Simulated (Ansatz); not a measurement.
Gas-phase electronic energies from Ansatz, PBE0-D4/def2-TZVP geometries. CBS: MP2 limit from def2 TZ/QZ plus the TZ coupled-cluster correction, frozen cores. This one scheme is used for every species. Functionals use def2-TZVPP. B3LYP here is the variant with VWN-RPA as its local correlation; programs differ in this. One conformer a species, not always the lowest.

Consider the formal hydrolysis of the Si–Si bond: `O[SiH2][SiH2][SiH2]F` + H₂O → `O[SiH2][SiH2]O` + `F[SiH3]`.

`O[SiH2][SiH2][SiH2]F`:

```xyz
12

O     2.095   -0.348   -0.032
Si    1.273    0.878   -0.782
Si   -0.958    0.176   -0.774
Si   -1.299   -0.895    1.279
F    -2.857   -1.225    1.497
H     3.046   -0.265    0.058
H     1.799    1.120   -2.157
H     1.412    2.158   -0.029
H    -1.231   -0.760   -1.900
H    -1.855    1.358   -0.904
H    -0.555   -2.178    1.342
H    -0.869   -0.019    2.400
```

H₂O:

Z-matrix (Å, degrees):
```
O
H 1 0.960
H 1 0.960 2 105.1
```

`O[SiH2][SiH2]O`:

Z-matrix (Å, degrees):
```
Si
Si 1 2.355
O 1 1.666 2 99.0
H 1 1.492 2 114.6 3 -117.8
H 1 1.492 2 114.8 3 118.1
O 2 1.652 1 104.4 3 4.7
H 2 1.489 1 112.0 3 -115.1
H 2 1.488 1 112.5 3 123.9
H 3 0.958 1 118.7 2 -179.1
H 6 0.962 2 113.9 1 -4.7
```

`F[SiH3]`:

Z-matrix (Å, degrees):
```
Si
F 1 1.600
H 1 1.482 2 108.3
H 1 1.482 2 108.3 3 -120.0
H 1 1.482 2 108.3 3 120.0
```

```tsv
level	ΔE (kJ/mol)
PBE	-58.4
B3LYP	-82.4
```

(1) What does CCSD(T)/CBS give? (Estimate.)

Largest T1 diagnostic among the species: 0.013.

Answers

(1) Ansatz gave: -73.9 kJ/mol. The listed levels differ from it by 15.5, -8.5 kJ/mol.

From PBE to PBE0 (25 % exact exchange), in def2-TZVPP and without D4, ΔE moves by −5.1 kJ/mol. In def2-TZVPP, CCSD(T) changes the Hartree–Fock value by +25.5 kJ/mol (the triples alone add +3.2 kJ/mol) and MP2 by +18.7 kJ/mol. The D4 term adds +6.7 kJ/mol with B3LYP and +4.0 kJ/mol with PBE0; it sums over pairs of atoms, weighted by their polarisabilities, and B3LYP, whose exchange is more repulsive, gets the larger term.
